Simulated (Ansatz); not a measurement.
Input for Ansatz (a quantum-chemistry and plane-wave program): U-CCSD(T)/def2-SVP on I2, a point of a bond scan (R = 2.964 Å). Elements past Kr take the def2 small-core potentials; no spin–orbit coupling. The run froze 18 orbitals, filled d shells among them.

Ansatz 0.2 input:
```yaml
crystal:
  periodic: [false, false, false]
  atoms:
    - {symbol: I, position_ang: [-0.00000000, -0.00000000, -1.34740410]}
    - {symbol: I, position_ang: [0.00000000, 0.00000000, 1.61688492]}
basis:
  gaussian:
    orbitals: def2-SVP
correlation: {method: ccsd_t, electrons: outside_noble_gas}
scf: {omitted_lower_state_checks: [cluster_reference]}
magnetization: {spin_polarized: true, initial_magnetization: 0}
```

The log:

```
WARN ansatz: RAYON_NUM_THREADS=1 ignored (pool sized by the plan → 1); use --threads N
Functional definition: HF
these checks for a lower state are left out or cut short: cluster_reference
integrals: 0.04 GiB planned
673 factors; integrals over basis functions are off by at most 1.7e-4 eV
mean field: 0.22 GiB planned
mean field evaluation 1: about -16144.4008 eV, gradient 4.5e0 eV
mean field evaluation 2: about -16144.4594 eV, gradient 4.7e0 eV
mean field evaluation 4: about -16144.6294 eV, gradient 4.3e-1 eV
mean field evaluation 8: about -16144.6321 eV, gradient 1.2e-3 eV
mean field evaluation 16: about -16144.6839 eV, gradient 5.3e-1 eV
mean field evaluation 32: about -16144.6321 eV, gradient 1.1e-2 eV
mean field -16144.70303077 eV, -593.3068931081 hartree, gradient 3.4e-6 eV, S^2 0.309988; 8 other end points of the search recorded, 0 dependent functions left out
18 core orbitals not correlated
reference -16144.70303077 eV, -593.3068931081 hartree; 7, 7 occupied and 27, 27 virtual orbitals, 673 factors
second order -4.96160532 eV of doubles, -0.00000000 eV of singles
coupled cluster: 0.11 GiB planned
cycle   1  -5.44235226 eV  change   -4.8e-1 eV  update   7.9e-2
cycle   2  -5.68057399 eV  change   -2.4e-1 eV  update   4.7e-2
cycle   3  -5.77262823 eV  change   -9.2e-2 eV  update   3.4e-2
cycle   4  -5.83153447 eV  change   -5.9e-2 eV  update   2.1e-2
cycle   5  -5.83409975 eV  change   -2.6e-3 eV  update   5.9e-3
cycle   6  -5.84068527 eV  change   -6.6e-3 eV  update   1.5e-3
cycle   7  -5.83845331 eV  change    2.2e-3 eV  update   4.9e-4
cycle   8  -5.83887974 eV  change   -4.3e-4 eV  update   1.7e-4
cycle   9  -5.83887266 eV  change    7.1e-6 eV  update   8.1e-5
cycle  10  -5.83883042 eV  change    4.2e-5 eV  update   2.9e-5
cycle  11  -5.83886597 eV  change   -3.6e-5 eV  update   9.5e-6
cycle  12  -5.83885853 eV  change    7.4e-6 eV  update   2.7e-6
coupled cluster: 0.11 GiB planned
perturbative correction -0.16348018 eV, -0.0060077859 hartree
Total energy: -16150.70536949 eV, -593.5274749874 hartree
Checks for a lower state left out: cluster_reference
```

The calculation finished and met its thresholds. Its determinant has ⟨S²⟩ = 0.31, a mixture of spin states.

Cost: around 7 core-seconds (rough).
